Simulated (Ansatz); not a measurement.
A nudged elastic band was laid between two geometries of CH6OSi + FH + FH (13 atoms, charge 0, multiplicity 1).

Method: Ansatz, RKS PBE0-D4/def2-SVP.

* movable images: 3
* climbing image: yes
* spring: 5.0 eV/Å²
* optimiser: quadratic models (default)
* start path: through a guess of the saddle point
* force threshold: 0.05 eV/Å
* iteration limit: 60
* end points: relaxed

First end point:

```xyz
13
Properties=species:S:1:pos:R:3
Si -0.785 -0.173 -0.836
C 0.976 -0.665 -1.196
H -1.738 -0.458 -1.942
H -1.253 -1.062 0.316
O -0.948 1.416 -0.416
H 0.485 0.864 2.016
F 0.992 1.468 1.495
H -0.950 -0.596 1.686
F -0.553 -0.257 2.477
H 1.613 -0.364 -0.349
H 1.074 -1.752 -1.345
H 1.347 -0.154 -2.098
H -0.260 1.733 0.192
```

Last end point:

```xyz
13
Properties=species:S:1:pos:R:3
Si -1.559 0.882 0.055
C 1.676 -1.003 -0.643
H -1.898 -0.546 -0.096
H -2.675 1.741 0.532
O -0.938 1.404 -1.375
H -0.037 -0.457 2.067
F -0.411 1.006 1.232
H 1.130 -1.231 0.282
F -0.124 -1.357 2.285
H 2.614 -0.488 -0.394
H 1.904 -1.939 -1.171
H 1.068 -0.356 -1.290
H -0.751 2.342 -1.485
```

(1) What changes between the two ends?

(2) What energy profile does the band end with?

(3) What is the geometry of the highest image?

The band took 15 iterations and about 3 core-minutes.

## Answers

(1) Bonds broken: Si1–C2, H6–F7, H8–F9. Bonds formed: Si1–F7, C2–H8, H6–F9. CH6OSi + FH + FH becomes CH4 + FH + FH3OSi.

(2) The forces met the threshold. The highest image is number 2 of 0 to 4, 1.52 eV above the first end and 2.56 eV above the last; the last end lies 1.04 eV below the first. Neighbouring images differ by up to 2.4 eV, so the band resolves the path poorly. Another band between the same ends (7 images) ends at a top of the same energy, where a vibrational analysis finds 1 clearly imaginary mode. So few images can step over the top or miss a turn of the path. The orbitals stay closed-shell, which can raise the energy where a bond breaks towards radicals; this wasn't checked here.

| image | path coordinate (Å) | energy (eV) | Si1–C2 (Å) | H6–F7 (Å) | H8–F9 (Å) |
| --- | --- | --- | --- | --- | --- |
| 0 | 0.00 | 0.00 | 1.86 | 0.94 | 0.95 |
| 1 | 1.91 | 0.12 | 1.87 | 0.94 | 0.95 |
| 2 | 3.81 | 1.52 | 2.07 | 1.12 | 1.27 |
| 3 | 6.12 | -0.88 | 3.34 | 1.66 | 2.23 |
| 4 | 8.43 | -1.04 | 3.81 | 1.73 | 2.37 |

(3) 
```xyz
13
Properties=species:S:1:pos:R:3
Si -0.925 0.199 -0.412
C 0.896 -0.787 -0.512
H -1.368 -0.597 -1.596
H -1.862 -0.162 0.678
O -0.891 1.711 -1.088
H 0.219 0.273 1.782
F 0.035 1.190 1.171
H 0.463 -0.895 0.715
F 0.374 -0.855 1.982
H 1.857 -0.816 0.034
H 0.766 -1.708 -1.091
H 1.068 0.056 -1.206
H -0.630 2.392 -0.458
```

Time of the run: 92 s on 2 threads of AMD EPYC 9R14 (Zen 4) (shared host), peak memory 0.29 GiB.
